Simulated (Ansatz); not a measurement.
Input file for Ansatz (a quantum-chemistry and plane-wave program): R-BHLYP/def2-TZVPP on PN, 2S+1 = 1, a spin state set in the input, which need not be the lowest, a point of a bond scan (R = 1.485 Å).

Ansatz 0.2 input:
```yaml
crystal:
  periodic: [false, false, false]
  atoms:
    - {symbol: N, position_ang: [0.00000000, 0.00000000, 0.00000000]}
    - {symbol: P, position_ang: [0.00000000, 0.00000000, 1.48515200]}
basis:
  gaussian:
    orbitals: def2-TZVPP
    pivot_positions_ang: [[0.00000000, 0.00000000, 0.00000000], [0.00000000, 0.00000000, 1.48515200]]
hamiltonian:
  xc: {name: BHLYP}
output: {forces: true, orbitals: {seedname: ./end}}
```

The head of its log:

```
WARN ansatz: RAYON_NUM_THREADS=1 ignored (pool sized by the plan → 1); use --threads N
Functional definition: BHLYP
integrals: 0.01 GiB planned
481 factors; their error is unknown
mean field: 0.15 GiB planned
mean field evaluation 1: about -10769.3384 eV, gradient 6.0e1 eV
mean field evaluation 2: about -10738.4152 eV, gradient 1.2e2 eV
```

Task: Give the final energy of this run.

Result: -396.0572 hartree.
